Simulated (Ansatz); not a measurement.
System: Ge$_{5}$H$_{12}$, net charge 0, singlet state. SMILES: [GeH3][GeH2][GeH2][GeH2][GeH3]
Coordinates optimised at B3LYP-D3(BJ)/def2-TZVP (Ansatz, a program for electronic structure):
```xyz
17

Ge     3.0687     0.3148    -1.0864
Ge     2.0603     0.9163     1.0503
Ge    -0.0739    -0.2427     1.2976
Ge    -1.4308     0.0559    -0.7082
Ge    -3.6079    -1.0224    -0.5041
H      4.4703     0.9319    -1.2417
H      2.1786     0.8154    -2.2376
H      3.1897    -1.2158    -1.1975
H      3.0145     0.5623     2.2093
H      1.8155     2.4385     1.0887
H     -0.8444     0.2728     2.5306
H      0.1836    -1.7496     1.5041
H     -1.6160     1.5639    -0.9748
H     -0.6677    -0.5329    -1.9125
H     -4.3748    -0.4274     0.6904
H     -4.4520    -0.8295    -1.7772
H     -3.4210    -2.5308    -0.2606
```

Computed values are from Ansatz. Valence correlation only, unless marked. UHF or UKS for open shells. Spin-orbit coupling is left out. Frozen are the shells of the preceding noble gas and the d and f shells that filled before the atom's block. Non-relativistic. CBS(X,Y): correlation extrapolated as X^-3; Hartree-Fock from the larger set.

Question: What is the total energy at CCSD(T)/CBS(cc-pVTZ,cc-pVQZ)?

Answer: -10384.8515 Eh.

Question: What is the dipole moment at CCSD(T)/aug-cc-pVDZ?

Answer: 0.08 D.

Question: What is the atomisation energy De at CCSD(T)/CBS(cc-pVTZ,cc-pVQZ)?

Answer: 1053.8 kcal/mol.

Question: What is the T1 diagnostic at CCSD/cc-pVQZ?

Answer: 0.012.
